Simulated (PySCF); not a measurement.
## Property card for `C=C(Cl)/C=C\C=C\F`

Compound: C₆H₆ClF.
SMILES with atom numbers: `[CH2:1]=[C:2]([Cl:3])/[CH:4]=[CH:5]\[CH:6]=[CH:7]\[F:8]` (hydrogens: H9, H10 on C1; H11 on C4; H12 on C5; H13 on C6; H14 on C7)

Among its groups: C=C double bond, C–F bond and C–Cl bond.

**GFN2-xTB geometry**

```yaml
Point_group_of_the_GFN2-xTB_geometry: Cs
Rotational_constants_A_B_C_of_the_GFN2-xTB_geometry: 3.632, 0.802, 0.657 GHz
```

From PBE0/def2-SVPD ground state and vertical TDDFT (core frozen in the response) (PySCF):

```yaml
Dipole_moment: 2.50 D
HOMO_energy: -6.49 eV
LUMO_energy: -1.73 eV
HOMO–LUMO_gap: 4.76 eV
Lowest_singlet_excitation: 4.70 eV (264 nm, f = 0.848)
Strongest_line_among_the_8_lowest_singlet_transitions: S1 at 4.70 eV (264 nm, f = 0.848)
Lowest_triplet_excitation_Tamm–Dancoff: 2.45 eV
Static_isotropic_polarisability: 101.8 au
Electronic_spatial_extent_⟨r²⟩_about_the_centre_of_nuclear_charge: 1563 bohr²
```

Monoisotopic mass from the formula: 132.0142 u.

The principal polarisabilities are 54.3, 83.0 and 168.2 au; their mean is the isotropic value. S1 lies 0.06 eV below the HOMO–LUMO gap; its leading configuration is HOMO→LUMO, weight 0.97. No computed singlet falls in the visible range (750 to 380 nm, 1.65 to 3.26 eV); S1 lies 1.44 eV above its blue end. The largest Löwdin shares of the HOMO are 0.18 on C1, 0.16 on C4, 0.15 on C7 and 0.14 on C5. The rotational constants make it an asymmetric top with κ = (2B − A − C)/(A − C) = -0.90, nearer the prolate limit (−1). The 8 singlets span 4.70 to 6.89 eV, and their oscillator strengths add up to 0.89.

Isolated species at its GFN2-xTB geometry (one conformer only).

For the TDDFT job (PBE0/def2-SVPD), the run took 46 s wall on x86-64 server, one thread, on a shared host.

Conformer computed: `[CH2:1]=[C:2]([Cl:3])/[CH:4]=[CH:5]\[CH:6]=[CH:7]\[F:8]`: C1–C2–C4–C5 180°, C4–C5–C6–C7 180°.
